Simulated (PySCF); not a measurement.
**Does the structure fit the spectrum?**

A compound C8H12Si gives the data below (simulated from a calculation) and was assigned the structure `C=CC1=CC(C)=CC[SiH2]1`.

¹³C{¹H} NMR (computed): δ 159.2 (C), 151.2 (CH), 143.8 (C), 137.3 (CH), 120.3 (CH2), 120.0 (CH), 32.3 (CH3), 2.9 (CH2).

¹H NMR (400 MHz, computed): δ 6.70 (m, 1H), 5.89 (s, 1H), 5.83 (t, 1H), 5.59 (m, 1H), 5.51 (m, 1H), 4.68 (m, 2H), 2.04 (s, 3H), 1.70 (m, 2H).

One computed conformer, one averaged value for each set of equivalent atoms, no solvent, non-relativistic Hamiltonian. Structure optimised with GFN2-xTB; GIAO PBE0/pcSseg-1 shieldings; PySCF 2.14.0 with density-fitted response routines.

δ = σ(ref) − σ, references computed at the same level: ¹H, ¹³C vs TMS.

Q: Compare with the shifts computed for the proposed structure, pairing carbons in order of shift.

A: Numbering as in the mapped SMILES `[CH2:1]=[CH:2][C:3]1=[CH:4][C:5]([CH3:6])=[CH:7][CH2:8][SiH2:9]1` (H(Xn): hydrogen on atom n).

```json
{"atom": "C4", "computed for proposal": "152.2", "given list": "159.2", "difference": "-7.0"}
{"atom": "C2", "computed for proposal": "151.6", "given list": "151.2", "difference": "+0.4"}
{"atom": "C5", "computed for proposal": "137.6", "given list": "143.8", "difference": "-6.2"}
{"atom": "C3", "computed for proposal": "136.8", "given list": "137.3", "difference": "-0.5"}
{"atom": "C7", "computed for proposal": "133.6", "given list": "120.3", "difference": "+13.3"}
{"atom": "C1", "computed for proposal": "122.4", "given list": "120.0", "difference": "+2.4"}
{"atom": "C6", "computed for proposal": "28.5", "given list": "32.3", "difference": "-3.8"}
{"atom": "C8", "computed for proposal": "9.2", "given list": "2.9", "difference": "+6.3"}
```

The rms difference is 6.4 ppm and the largest +13.3 ppm at C7 (alkene CH). The carbon types in order of shift don't match either: CH, CH, C, C, CH, CH2, CH3, CH2 for the proposal against C, CH, C, CH, CH2, CH, CH3, CH2 in the data. The proposal doesn't fit.

Q: Which isomer fits?

A: SMILES C=CC1=CC(C)=C[SiH2]C1.

1. Carbon types of the structure: 2 × C, 3 × CH, 2 × CH2, 1 × CH3, leaving 2 H on heteroatoms.
2. δC 159.2, 143.8: fully substituted alkene carbon; as expected for a trigonal carbon in a double bond.
3. δC 151.2, 137.3, 120.0: alkene CH; as expected for a trigonal carbon in a double bond.
4. δC 120.3: terminal =CH2 carbon; as expected for a trigonal carbon in a double bond.
5. δH 5.59, 5.51: hydrogen on a terminal =CH2 carbon; attached to an sp2 carbon and in the plane of the double bond.

This is the structure that produced the data.

Shifts are as computed. Against solution values, carbons near 30 ppm lie about +3 ppm off and those near 130 ppm about +5 ppm. Of 1309 compounds with measured shifts, 239 miss one by over three times the rms of a fit or turn the order of signals round; such compounds aren't used in these exercises. Multiplicities follow the n + 1 count of equivalent neighbours, as no J values were calculated; m marks all less simple cases, F and P coupling included.
